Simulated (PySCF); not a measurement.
A structure optimised at PBE0-D3(BJ)/def2-SVP, used in a PySCF frequency run:

```xyz
13

Mo     0.0000     0.0000     0.0000
O      0.0000     3.1945     0.0000
C      0.0000     2.0531     0.0000
O      0.0000     0.0000     3.1945
C      0.0000     0.0000     2.0531
O      3.1945     0.0000     0.0000
C      2.0531     0.0000     0.0000
O     -3.1945     0.0000     0.0000
C     -2.0531     0.0000     0.0000
O      0.0000     0.0000    -3.1945
C      0.0000     0.0000    -2.0531
O      0.0000    -3.1945     0.0000
C      0.0000    -2.0531     0.0000
```

**Question.** Write its SMILES, formula and point group.

**Answer.** [O+]#[C-]->[Mo](<-[C-]#[O+])(<-[C-]#[O+])(<-[C-]#[O+])(<-[C-]#[O+])<-[C-]#[O+], C₆MoO₆, Oh

**Question.** What are its rotational constants (standard atomic weights)?

**Answer.** 0.59069, 0.59069, 0.59069 GHz
